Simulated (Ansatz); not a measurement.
C2H6SeSi can be A, `C=C([SiH3])[SeH]`, or B, `CC([SiH3])=[Se]`.

Isolated molecules relaxed with PBE0-D4/def2-TZVP in Ansatz; ΔE leaves out vibrations. CCSD(T)/CBS adds triple-zeta CCSD(T) − MP2 to the extrapolated MP2 energy (def2 sets, frozen cores). Functionals use def2-TZVPP. B3LYP here is the variant with VWN-RPA as its local correlation; programs differ in this. For Se outer-core shells are correlated without core-valence functions, which leaves a few kJ/mol of doubt a bond. Scalar relativity is left out up to krypton. Each species was taken in one conformer, which may not be the lowest.

Problem. Which isomer does CCSD(T)/CBS put lower? Give the gap. (Best estimate.)

Solution. Computed: B, by 3.1 kJ/mol.

Problem. Give E(B) − E(A) in kJ/mol with CCSD/def2-TZVPP, CCSD(T)/def2-TZVPP, B3LYP, ωB97M-V, B3LYP-D4, B2PLYP, PBE0-D4. (Estimate.)

Solution. The calculation gave: CCSD/def2-TZVPP 3.6, CCSD(T)/def2-TZVPP 0.0, B3LYP 0.3, ωB97M-V 4.7, B3LYP-D4 1.9, B2PLYP -2.8, PBE0-D4 1.1. The order is the other way round with CCSD/def2-TZVPP, ωB97M-V, B3LYP-D4, PBE0-D4.

Largest T1 diagnostic: 0.015.

From PBE to PBE0 (25 % exact exchange), in def2-TZVPP and without D4, E(B) − E(A) moves by +3.1 kJ/mol. In def2-TZVPP, CCSD(T) changes the Hartree–Fock value by −10.3 kJ/mol (the triples alone add −3.6 kJ/mol) and MP2 by −13.7 kJ/mol.
